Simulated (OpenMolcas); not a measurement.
**Ag7+: effect of the active space**

```
Program             : OpenMolcas
Method              : CASSCF or its RAS form
Basis               : ANO-R2
Scalar Hamiltonian  : X2C, finite nucleus
Spin-orbit coupling : state interaction with AMFI integrals over the reference wave functions, term energies averaged over their components
```

A. 4 electrons in 5 orbitals (4d); 2S+1 = 5 even, 5 roots; 2S+1 = 3 even, 45 roots; 2S+1 = 1 even, 50 roots; cost about 22 core-seconds
B. 10 electrons in 8 orbitals (RAS1 4p, at most 2 holes; RAS2 4d); 2S+1 = 5 even, 5 roots; 2S+1 = 3 even, 45 roots; 2S+1 = 1 even, 49 roots; cost roughly 50 core-seconds
C. 4 electrons in 10 orbitals (4d 5d); 2S+1 = 5 even, 5 roots; 2S+1 = 3 even, 45 roots; 2S+1 = 1 even, 49 roots; cost about 60 core-seconds

Energies in cm⁻¹ above 4d⁴ ⁵D₀, the measured ground level; measured values from Atoms 5, 11 (2017), spectra Ag VII to Ag IX.

| Level | A | B | C | Measured |
| --- | --- | --- | --- | --- |
| 4d⁴ ⁵D₀ | 0.0 | 0.0 | 0.0 | 0.0 |
| 4d⁴ ⁵D₁ | 1134 | 1274 | 1140 | 1340 |
| 4d⁴ ⁵D₂ | 2868 | 3126 | 2883 | 3212 |
| 4d⁴ ⁵D₃ | 4890 | 5209 | 4915 | 5292 |
| 4d⁴ ⁵D₄ | 7057 | 7383 | 7099 | 7443 |
| 4d⁴ ³P₀(1) | 25062 | 22158 | 24713 | 21309 |
| 4d⁴ ³H₄ [64 %] | 26213 | 27290 | 25887 | 23302 |
| 4d⁴ ³H₅ | 28744 | 30409 | 28475 | 26250 |
| 4d⁴ ³P₁(1) | 29976 | 27279 | 29642 | 26526 |
| 4d⁴ ³H₆ | 30525 | 32414 | 30291 | 28185 |
| 4d⁴ ³F₂(1) | 31779 | 30536 | 31434 |  |
| 4d⁴ ³F₄(1) [57 %] | 32789 | 32713 | 32505 |  |
| 4d⁴ ³P₂(1) | 36066 | 33572 | 35754 | 32134 |
| 4d⁴ ³G₄ [61 %] | 36891 | 37049 | 36568 | 32698 |
| 4d⁴ ³G₅ | 38673 | 39514 | 38425 | 35077 |
| 4d⁴ ¹I₆ | 43216 | 45820 | 42877 | 39744 |
| 4d⁴ ³D₃ | 43411 | 42315 | 43075 | 36879 |
| 4d⁴ ³D₂ | 44233 | 42723 | 43861 | 38402 |
| 4d⁴ ³D₁ | 45424 | 44295 | 45059 | 39191 |
| 4d⁴ ¹G₄(1) [73 %] | 47773 | 47209 | 47406 | 43104 |
| 4d⁴ ¹D₂(1) | 54883 | 52499 | 54423 |  |
| 4d⁴ ¹F₃ | 60116 | 58877 | 59633 | 52004 |
| 4d⁴ ³P₂(2) | 68614 | 65152 | 67984 |  |
| 4d⁴ ³F₄(2) | 69808 | 67057 | 69143 |  |

Deviations, from unrounded energies. A percentage is the sum of absolute deviations over the sum of measured energies, with the sign that they share, or ± where signs differ.

| Against measurement | Levels | A | B | C |
| --- | --- | --- | --- | --- |
| mean absolute deviation (cm-1) | 18 | 3500 | 3100 | 3200 |
| fine structure of the ground term (%) | 4 | -7.7 | -1.7 | -7.2 |
| other terms of the ground configuration (%) | 14 | +13.0 | +11.8 | +12.0 |

B, C lie about equally close to measurement and A furthest from it. The largest miss of B in the table is 4d⁴ ¹F₃, by +6900 cm-1. The ranking rests on the paired levels alone, and a cruder setting can come out closer through cancelling errors.

The spin-orbit steps hold different terms of 4d⁴ (B lacks a ¹S; C lacks a ¹S), which shifts levels as well.

Among A to C the level of the table that moves most is 4d⁴ ³P₂(2), by 3500 cm-1 (lowest in B, highest in A).

Without dynamic correlation excited terms often stand tens of per cent too high (terms of higher spin than the ground term too low), and those without a measured partner can miss by more than the paired ones. Some levels mix across a computed gap that differs much from the measured one, so their mixing is not that of the real levels (holds for A; B). Active for correlation alone: 4p; no level in the range computed is led by a configuration that opens it, so any true level of that kind is missing (holds for B). Active for correlation alone: 5d; no level in the range computed is led by a configuration that fills it, so any true level of that kind is missing (holds for C). Computed and measured levels are paired by configuration, term and J; levels that our copy of the source lacks, or whose pairing is in doubt (as where it misses far off the trend of its configuration), stay unpaired and out of the deviations. Levels of configurations outside the active space are missing. The table leaves out levels that lie high or whose names do not pair safely across all columns.

A share in square brackets marks a mixed level and gives the weight of the term that names it, the lowest over the columns. A number in round brackets counts repeated terms of one configuration in the order of the reference energies.
